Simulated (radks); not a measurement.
The numbers below are computed, except where a source is named.
Polarisability of the beryllium ion Be+, [He] 2s1, at imaginary frequency. Level of theory: non-relativistic Kohn-Sham, PBE, spin-unpolarised, spherical densities, point nucleus; without spin polarisation the odd electron is poorly described (a radial shooting solver on a logarithmic mesh with Libxc functionals). Response by self-consistent Sternheimer equations with the Hartree and adiabatic LDA kernel.

w (hartree)  alpha1(iw) (bohr^3)  alpha2(iw) (bohr^5)
0.00266                    19.60                64.51
0.0143                     19.46                64.44
0.0360                     18.76                64.05
0.0697                     16.81                62.81
0.118                      13.33                59.86
0.186                      9.171                54.12
0.280                      5.633                44.98
0.413                      3.233                33.33
0.605                      1.785                21.61
0.892                     0.9531                12.25
1.35                      0.4894                6.085
2.12                      0.2393                2.628
3.59                      0.1086               0.9524
6.94                     0.04048               0.2630
17.5                    0.008463              0.04252

Static values: alpha1 = 19.60 bohr^3 (2.904 angstrom^3; uncoupled 25.61), alpha2 = 64.51 bohr^5, alpha3 = 591.1 bohr^7. C6 = 50.85, C8 = 1198, triple-dipole C9 = 734.9 atomic units. One-pole (London) frequency 4 C6 / (3 alpha1^2) = 0.176 hartree, against 0.503 for minus the highest occupied eigenvalue.
